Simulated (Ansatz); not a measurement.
System: GaCl, net charge 0, singlet state. SMILES: [Cl][Ga]
Geometry from a B3LYP-D3(BJ)/def2-TZVP (Ansatz, a program for electronic structure) optimisation:
```
Ga
Cl 1 2.2389
```

Wanted: vertical ionisation energy (to the doublet state of charge +1; each state is the SCF solution reached for its spin), in eV. Cores are frozen in the correlated levels unless marked. Open shells are spin-unrestricted. Spin-orbit coupling is left out. The frozen core is the preceding noble-gas configuration, with the filled d and f shells of earlier blocks. Non-relativistic. CBS marks a two-point X^-3 extrapolation of the correlation energy; Hartree-Fock from the larger set.

CCSD(T)/CBS(def2-TZVPPD,def2-QZVPPD) (Ansatz) gives 9.81 eV.

Question: Another calculation gave 9.95 eV. Which level was it?
A. wB97M-V/def2-TZVPD (Ansatz)
B. BHLYP/def2-TZVPD (Ansatz)
C. SVWN5/def2-TZVPD (Ansatz)

Answer: A, wB97M-V/def2-TZVPD (Ansatz). The others give 9.83 (BHLYP), 10.12 (SVWN5) eV.
